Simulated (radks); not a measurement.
Task: Spin polarisation of the 4f2 shell in Ce2+. Start: [Xe] 4f(up 1, down 1); electrons of 4f are moved from spin down to spin up, other shells keep equal spins. Calculated with a radial shooting solver on a logarithmic mesh with Libxc functionals: non-relativistic Kohn-Sham, SCAN, spin-polarised, spherical densities, point nucleus; meta-GGA in the generalised Kohn-Sham scheme. Estimate the energy gained and the exchange splitting at a moment of 1.5 Bohr magnetons.

Result: At moment 1.5 the spin-polarisation energy is -0.559 eV and the 4f exchange splitting 1.390 eV, that is 0.927 eV per Bohr magneton; E = -I m^2/4 would give I = 0.993 eV.
